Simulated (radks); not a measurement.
Gd IV, 61 electrons, occupied as [Xe] 4f7. Method: scalar-relativistic Kohn-Sham, SCAN, spin-polarised, spherical densities, finite nucleus; open shells are filled with parallel spins first (spin-orbit coupling, left out, can overturn this in heavy ions); meta-GGA in the generalised Kohn-Sham scheme; Fermi nuclear charge, rms radius 5.1569 fm; computed with a radial shooting solver on a logarithmic mesh with Libxc functionals.

Radial electron density D(r) = 4 pi r^2 rho(r):

```
   r/bohr * D(r) (the largest magnitude, 114, reaches the edge; | marks zero)
 0.002391 |       *
 0.002739 |        *
 0.003163 |           *
 0.003624 |             *
 0.004152 |                *
 0.004795 |                   *
 0.005494 |                      *
 0.006294 |                         *
 0.007269 |                             *
 0.008328 |                                *
 0.009618 |                                   *
  0.01102 |                                      *
  0.01262 |                                        *
  0.01458 |                                        *
   0.0167 |                                        *
  0.01914 |                                       *
   0.0221 |                                      *
  0.02532 |                                    *
  0.02901 |                                    *
   0.0335 |                                    *
  0.03838 |                                       *
  0.04433 |                                           *
  0.05079 |                                                *
  0.05818 |                                                    *
   0.0672 |                                                      *
  0.07698 |                                                     *
   0.0882 |                                                 *
   0.1019 |                                           *
   0.1167 |                                        *
   0.1348 |                                         *
   0.1544 |                                            *
   0.1769 |                                               *
   0.2043 |                                               *
   0.2341 |                                         *
   0.2682 |                                *
   0.3097 |                       *
   0.3548 |                   *
   0.4065 |                    *
   0.4695 |                      *
   0.5379 |                       *
   0.6212 |                    *
   0.7117 |                *
   0.8153 |           *
   0.9416 |       *
    1.079 |      *
    1.236 |     *
    1.427 |   *
    1.635 |  *
    1.874 | *
    2.164 |*
    2.479 |*
    2.863 *
     3.28 *
    3.758 *
     4.34 *
    4.972 *
```

D(r) has 4 maxima, at r = 0.0152, 0.0677, 0.189, 0.517 bohr, and minima at 0.0290, 0.123, 0.369 bohr, inside which lie 1.94, 11.11, 29.25 electrons.
